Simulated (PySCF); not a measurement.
C6H14N2Si.
Cartesian coordinates in Å at the GFN2-xTB level; atoms count from 1:
```xyz
23
C6H14N2Si angstrom
C      3.3053    2.0338   -1.5033
C      2.6470    1.0403   -1.6147
C      1.8168   -0.1529   -1.6669
N      0.8896   -0.2464   -0.5623
C      1.5522   -0.4789    0.6992
Si    -0.6135    0.5896   -0.6353
N     -1.6189   -0.1793    0.5284
C     -2.7877    0.4838    1.0386
C     -1.7408   -1.6148    0.5948
H      3.8920    2.9014   -1.4364
H      2.4705   -1.0372   -1.6629
H      1.2497   -0.1446   -2.6011
H      2.0994   -1.4270    0.6631
H      2.2657    0.3188    0.9350
H      0.8094   -0.5285    1.4900
H     -0.6055    2.0051   -0.2403
H     -1.0227    0.4651   -2.0451
H     -2.9657    0.1810    2.0751
H     -3.6836    0.2375    0.4539
H     -2.6436    1.5596    1.0070
H     -0.8452   -2.0772    0.1912
H     -1.8672   -1.9297    1.6360
H     -2.6079   -1.9726    0.0253
```

Level of theory: PBE0/pcSseg-1 in PySCF (dipole) on a GFN2-xTB geometry, gas phase.

Masses are those of the commonest isotopes; rigid-rotor values at the optimised geometry. The values belong to one conformer with, in the numbering `[CH:1]#[C:2][CH2:3][N:4]([CH3:5])[SiH2:6][N:7]([CH3:8])[CH3:9]`, C2–C3–N4–C5 -68°, C3–N4–Si6–N7 161°, N4–Si6–N7–C8 161°.

Give the principal moments of inertia and the rotational constants in MHz.

Ia = 166.01, Ib = 713.55, Ic = 772.20 u·Å²; 505379 MHz·u·Å²/I gives A = 3044, B = 708.3, C = 654.5 MHz.

What kind of rotor is it?

A near-prolate asymmetric top; Ray's κ = -0.955.

Is it planar, by Δ = Ic − Ia − Ib?

Not planar: Δ = Ic − Ia − Ib = -107.37 u·Å². For a rigid frame Δ = −2 Σ m c², so Σ m c² = 53.68 u·Å² lies off the ab plane: 19.77 from hydrogen and 33.91 from heavier atoms. The atom farthest from that plane is 1.84 Å away.

Where do the levels up to J = 3 lie, in cm⁻¹?

Above 0(0,0):
J = 1: 1(0,1) 0.0455, 1(1,1) 0.1234, 1(1,0) 0.1252
J = 2: 2(0,2) 0.1363, 2(1,2) 0.2125, 2(1,1) 0.2179, 2(2,1) 0.4516, 2(2,0) 0.4517
J = 3: 3(0,3) 0.2726, 3(1,3) 0.3461, 3(1,2) 0.3569, 3(2,2) 0.5880, 3(2,1) 0.5881, 3(3,1) 0.9821, 3(3,0) 0.9821
Those of J = 1 are B + C, A + C and A + B.

Which lines would a microwave search look for?

The dipole components are |μa| = 0.65 D, |μb| = 0.60 D, |μc| = 0.17 D. The squared components, which scale the intensities, stand as 1.00 : 0.85 : 0.07 (a : b : c). Some lines, for components of 0.1 D or more:

```json
{"type": "a", "branch": "R", "J(Ka,Kc)": "1(0,1) ← 0(0,0)", "MHz": "1363", "lower level (cm⁻¹)": "0.000"}
{"type": "b", "branch": "R", "J(Ka,Kc)": "3(0,3) ← 2(1,2)", "MHz": "1801", "lower level (cm⁻¹)": "0.212"}
{"type": "c", "branch": "Q", "J(Ka,Kc)": "2(1,2) ← 2(0,2)", "MHz": "2283", "lower level (cm⁻¹)": "0.136"}
{"type": "c", "branch": "Q", "J(Ka,Kc)": "1(1,1) ← 1(0,1)", "MHz": "2336", "lower level (cm⁻¹)": "0.045"}
{"type": "b", "branch": "Q", "J(Ka,Kc)": "2(1,1) ← 2(0,2)", "MHz": "2444", "lower level (cm⁻¹)": "0.136"}
{"type": "a", "branch": "R", "J(Ka,Kc)": "2(1,1) ← 1(1,0)", "MHz": "2779", "lower level (cm⁻¹)": "0.125"}
{"type": "a", "branch": "R", "J(Ka,Kc)": "3(0,3) ← 2(0,2)", "MHz": "4084", "lower level (cm⁻¹)": "0.136"}
{"type": "a", "branch": "R", "J(Ka,Kc)": "3(1,2) ← 2(1,1)", "MHz": "4168", "lower level (cm⁻¹)": "0.218"}
{"type": "b", "branch": "R", "J(Ka,Kc)": "2(1,2) ← 1(0,1)", "MHz": "5008", "lower level (cm⁻¹)": "0.045"}
{"type": "c", "branch": "Q", "J(Ka,Kc)": "3(2,2) ← 3(1,2)", "MHz": "6928", "lower level (cm⁻¹)": "0.357"}
{"type": "c", "branch": "Q", "J(Ka,Kc)": "2(2,1) ← 2(1,1)", "MHz": "7008", "lower level (cm⁻¹)": "0.218"}
{"type": "b", "branch": "Q", "J(Ka,Kc)": "2(2,1) ← 2(1,2)", "MHz": "7169", "lower level (cm⁻¹)": "0.212"}
{"type": "b", "branch": "Q", "J(Ka,Kc)": "3(2,2) ← 3(1,3)", "MHz": "7250", "lower level (cm⁻¹)": "0.346"}
{"type": "c", "branch": "R", "J(Ka,Kc)": "2(2,1) ← 1(1,1)", "MHz": "9841", "lower level (cm⁻¹)": "0.123"}
{"type": "b", "branch": "R", "J(Ka,Kc)": "3(2,2) ← 2(1,1)", "MHz": "11096", "lower level (cm⁻¹)": "0.218"}
{"type": "c", "branch": "R", "J(Ka,Kc)": "3(2,1) ← 2(1,1)", "MHz": "11101", "lower level (cm⁻¹)": "0.218"}
{"type": "c", "branch": "Q", "J(Ka,Kc)": "3(3,1) ← 3(2,1)", "MHz": "11810", "lower level (cm⁻¹)": "0.588"}
{"type": "b", "branch": "R", "J(Ka,Kc)": "3(3,1) ← 2(2,0)", "MHz": "15902", "lower level (cm⁻¹)": "0.452"}
{"type": "b", "branch": "R", "J(Ka,Kc)": "3(3,0) ← 2(2,1)", "MHz": "15903", "lower level (cm⁻¹)": "0.452"}
```

Estimate the classical rotational partition function at 100 K, 298.15 K and 500 K.

Point group C1, symmetry number σ = 1; q = (√π/σ)·√((kT/h)³/(ABC)), k/h = 20836.6 MHz/K: 142000 at 100 K, 731000 at 298.15 K, 1590000 at 500 K.

Whether it is a minimum is left open (no frequencies). These are rigid-rotor constants of the computed structure; measured ground-state constants (B0) also hold zero-point vibration. A rigid rotor knows nothing of internal rotation, which can split or shift real lines. Quadrupole hyperfine structure (14N) is left out.
